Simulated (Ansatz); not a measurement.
`CB(F)OC(C)=O` → `CC(=O)OBF` + `[CH2]` (triplet)  (formal loss of a carbene)

Computed with Ansatz on PBE0-D4/def2-TZVP structures; ΔE is electronic, products minus reactants. CBS: MP2 limit from def2 TZ/QZ plus the TZ coupled-cluster correction, frozen cores. This one scheme is used for every species. DFT in def2-TZVPP. Triplets are unrestricted, without spin–orbit coupling. One conformer a species, not always the lowest.

Is it downhill or uphill in electronic energy at CCSD(T)/CBS, and by how much? (An estimate is asked.)

Computed: Uphill: ΔE = +5.06 eV.

What do these levels give: PBE-D4, PBE0-D4, ωB97X-V, B2PLYP, PBE, PBE0, HF/def2-TZVPP, CCSD/def2-TZVPP, HF/def2-QZVPP, SCS-MP2/def2-QZVPP, MP2/CBS(def2), CCSD/CBS(def2)? (Estimate.)

Computed: PBE-D4 5.15, PBE0-D4 5.07, ωB97X-V 5.18, B2PLYP 4.96, PBE 5.08, PBE0 5.01, HF/def2-TZVPP 3.51, CCSD/def2-TZVPP 4.83, HF/def2-QZVPP 3.51, SCS-MP2/def2-QZVPP 5.13, MP2/CBS(def2) 5.19, CCSD/CBS(def2) 4.95 eV.

Largest T1 diagnostic among the species: 0.015.

The D4 term adds +0.11 eV with B3LYP and +0.06 eV with PBE0; it sums over pairs of atoms, weighted by their polarisabilities, and B3LYP, whose exchange is more repulsive, gets the larger term. In def2-TZVPP, CCSD(T) changes the Hartree–Fock value by +1.43 eV (the triples alone add +0.11 eV) and MP2 by +1.56 eV.

B3LYP here is the variant with VWN-RPA as its local correlation; programs differ in this.
